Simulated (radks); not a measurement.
Q: The mean radii <r> (bohr) of the occupied orbitals of an atom or ion are listed with their occupations. Calculated with a radial shooting solver on a logarithmic mesh with Libxc functionals: Dirac Kohn-Sham, BLYP, spin-unpolarised, spherical densities, finite nucleus; Fermi nuclear charge, rms radius of each element as measured or else 0.836 A^(1/3) + 0.57 fm.

| orbital | occ. | <r> |
|---|---|---|
| 1s1/2 | 2 | 0.02781 |
| 2s1/2 | 2 | 0.1194 |
| 2p1/2 | 2 | 0.1008 |
| 2p3/2 | 4 | 0.1063 |
| 3s1/2 | 2 | 0.3206 |
| 3p1/2 | 2 | 0.3106 |
| 3p3/2 | 4 | 0.3219 |
| 3d3/2 | 4 | 0.2921 |
| 3d5/2 | 6 | 0.2956 |
| 4s1/2 | 2 | 0.7186 |
| 4p1/2 | 2 | 0.7373 |
| 4p3/2 | 4 | 0.7577 |
| 4d3/2 | 2 | 0.7983 |

Name the element and its charge. Open shells, if any, fill j = l - 1/2 first.

A: Z = 52, tellurium, charge +14: Te14+ in [Kr] 4d2. The 1s radius gives Z: for a bare nucleus <r> = (2 gamma + 1)/(2Z) with gamma = sqrt(1 - (Z/c)^2), 0.02741 bohr for Z = 52, and screening makes it slightly larger (0.02781 here). The occupations add up to 38, and the charge is Z minus that.
